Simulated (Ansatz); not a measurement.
Mulliken charges of C2H3Br3, SMILES `BrCC(Br)Br` from ωB97M-V/def2-TZVPP in Ansatz (PBE0-D4/def2-TZVP geometry).

| atom | x (Å) | y (Å) | z (Å) | charge (e) |
| --- | --- | --- | --- | --- |
| Br1 | -0.104 | -1.612 | 1.658 | -0.072 |
| C2 | 0.163 | 0.086 | 0.762 | -0.246 |
| C3 | -0.001 | -0.047 | -0.727 | -0.161 |
| Br4 | -1.814 | -0.456 | -1.239 | -0.025 |
| Br5 | 0.595 | 1.614 | -1.539 | -0.048 |
| H6 | -0.550 | 0.793 | 1.181 | 0.178 |
| H7 | 1.179 | 0.396 | 0.994 | 0.175 |
| H8 | 0.624 | -0.830 | -1.146 | 0.199 |

Task: By hand: the dipole of these point charges (1 e Å = 4.8032 D).

Result: Σ q r = (0.217, 0.082, 0.071) e Å, of length 0.243 e Å = 1.17 D.

Task: How does the dipole of the full density compare? (Estimate.)

Result: Ansatz gave: (0.200, 0.097, 0.060) e Å, 1.11 D; the point charges give 1.05 times that, at 5° from its direction.

Point charges leave out the atoms' own dipoles, such as those of lone pairs, and Mulliken's split depends on the basis, so the close match here is no proof of good charges.
